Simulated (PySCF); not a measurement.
# UHF on Zn³⁺ (zinc, charge +3)

Configuration: [Ar] 3d9, 2D determinant. Calculation: PySCF 2.14, in aug-cc-pVTZ-PP with ECP10MDF; a scalar-relativistic core potential.

```json
{"Total energy": "-223.697847 hartree", "One-electron energy": "-378.9261 hartree", "Hartree (Coulomb) energy": "174.2045 hartree", "Exchange energy": "-18.9762 hartree", "⟨S²⟩": "0.7512", "⟨L²⟩": "6.012", "Sum of ⟨r⟩": "12.93 bohr", "Sum of ⟨r²⟩": "12.00 bohr²", "Traceless quadrupole moment −½Σ⟨3z² − r²⟩ along its main axis": "-0.244 e·bohr²"}
```

| shell | electrons | mean orbital energy (hartree) | spread (hartree) | rms radius, mean of both spins (bohr) |
| --- | --- | --- | --- | --- |
| 3s α | 1 | -7.47437 | 0 | 0.729 |
| 3s β | 1 | -7.34501 | 0 | 0.729 |
| 3p α | 3 | -5.54643 | 0.10223 | 0.766 |
| 3p β | 3 | -5.39347 | 0.08075 | 0.766 |
| 3d α | 5 | -2.34418 | 0.11798 | 0.907 |
| 3d β | 4 | -2.27740 | 0.09104 | 0.907 |

Energies and moments cover only the electrons outside the core potential.
